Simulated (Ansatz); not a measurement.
`O[Si]1(O)CO1`. The species carries charge 0 and has multiplicity 1. Geometry: relaxed with PBE0-D4/def2-TZVP. It is one conformer, not always the lowest.

```xyz
9

O    -1.040   -1.659   -0.037
Si   -0.078   -0.385   -0.307
O     0.893   -0.879   -1.505
C     0.277    0.929    0.858
O    -0.688    1.130   -0.302
H    -1.767   -1.529    0.575
H     1.485   -0.224   -1.878
H     1.142    1.586    0.777
H    -0.225    1.032    1.819
```

Q: What is the dipole moment at B3LYP/def2-TZVPP? (Best estimate.)

A: Computed: 1.45 D, with components (0.80, 0.26, 1.18) D in this frame, pointing from negative to positive charge.

Q: And with PBE, r2SCAN, ωB97M-V? (Best estimate.)

A: Ansatz gave: PBE 1.29 D, r2SCAN 1.35 D, ωB97M-V 1.44 D.

Q: Give the Mulliken charges with B3LYP, PBE, ωB97M-V in def2-TZVPP. (An estimate is asked.)

A: The calculation gave: 
| atom | B3LYP | PBE | ωB97M-V |
| --- | --- | --- | --- |
| O1 | -0.38 | -0.34 | -0.36 |
| Si2 | 0.75 | 0.61 | 0.75 |
| O3 | -0.38 | -0.34 | -0.36 |
| C4 | -0.18 | -0.17 | -0.22 |
| O5 | -0.41 | -0.34 | -0.40 |
| H6 | 0.20 | 0.20 | 0.19 |
| H7 | 0.20 | 0.20 | 0.19 |
| H8 | 0.10 | 0.09 | 0.12 |
| H9 | 0.11 | 0.09 | 0.12 |

B3LYP here is the variant with VWN-RPA as its local correlation; programs differ in this.
